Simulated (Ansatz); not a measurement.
`CBB(C)F` → `CBBF` + `[CH2]` (triplet)  (formal loss of a carbene)

Isolated molecules relaxed with PBE0-D4/def2-TZVP in Ansatz; ΔE leaves out vibrations. CBS: MP2 limit from def2 TZ/QZ plus the TZ coupled-cluster correction, frozen cores. This one scheme is used for every species. Functionals use def2-TZVPP. Triplets are unrestricted, without spin–orbit coupling. Each species was taken in one conformer, which may not be the lowest.

```
          level  ΔE (eV)
      r2SCAN-D4     4.90
        ωB97X-V     5.19
         B2PLYP     4.99
            PBE     5.11
         r2SCAN     4.88
CCSD/def2-TZVPP     4.84
  HF/def2-QZVPP     3.52
 MP2/def2-QZVPP     5.16
```

(1) What does CCSD(T)/CBS give? (Estimate.)

Largest T1 diagnostic among the species: 0.012.

Results:

(1) Ansatz gave: +5.08 eV. The listed levels differ from it by -0.18, 0.11, -0.09, 0.03, -0.20, -0.24, -1.56, 0.08 eV.

From PBE to PBE0 (25 % exact exchange), in def2-TZVPP and without D4, ΔE moves by −0.08 eV. In def2-TZVPP, CCSD(T) changes the Hartree–Fock value by +1.44 eV (the triples alone add +0.12 eV) and MP2 by +1.57 eV. The D4 term adds +0.09 eV with B3LYP and +0.05 eV with PBE0; it sums over pairs of atoms, weighted by their polarisabilities, and B3LYP, whose exchange is more repulsive, gets the larger term.

B3LYP here is the variant with VWN-RPA as its local correlation; programs differ in this.
